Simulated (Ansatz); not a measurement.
`[SiH3]CC=S` + `N[SiH3]` → `[SiH3]NC=S` + `C[SiH3]`  (substitution at a C–C bond)

Calculated with Ansatz (gas phase, PBE0-D4/def2-TZVP geometries, no zero-point term in ΔE). CBS: MP2 limit from def2 TZ/QZ plus the TZ coupled-cluster correction, frozen cores. This one scheme is used for every species. DFT in def2-TZVPP. HSE06 is defined as in plane-wave codes. One conformer a species, not always the lowest.

| level | ΔE (kcal/mol) |
| --- | --- |
| r2SCAN0-D4 | -12.0 |
| HSE06-D4 | -12.0 |
| PBE-QIDH | -11.1 |
| r2SCAN | -12.8 |
| RPA@PBE/def2-TZVPP | -10.0 |
| HF/def2-TZVPP | -11.6 |
| SCS-MP2/def2-QZVPP | -9.4 |
| MP2/CBS(def2) | -9.3 |

(1) What does CCSD(T)/CBS give? (Best estimate.)

(2) What do rigid-rotor, harmonic-oscillator terms from PBE0-D4/def2-TZVP frequencies (298.15 K, 1 bar) make of the CCSD(T)/CBS value? (An estimate is asked.)

Largest T1 diagnostic among the species: 0.017.

Answers

(1) Computed: -9.3 kcal/mol. The listed levels differ from it by -2.7, -2.7, -1.8, -3.5, -0.7, -2.3, -0.1, 0.0 kcal/mol.

(2) Computed: ΔZPE = +0.4 kcal/mol, ΔH = -9.0 kcal/mol, ΔS = -8 J/(mol·K), ΔG = -8.5 kcal/mol. Modes under 50 cm⁻¹ make the entropy rough.

From BLYP to BHLYP (50 % exact exchange), in def2-TZVPP and without D4, ΔE moves by +1.2 kcal/mol. At CCSD(T), def2-SVP lies −2.9 kcal/mol from the extrapolated value and def2-TZVPP −0.4 kcal/mol.
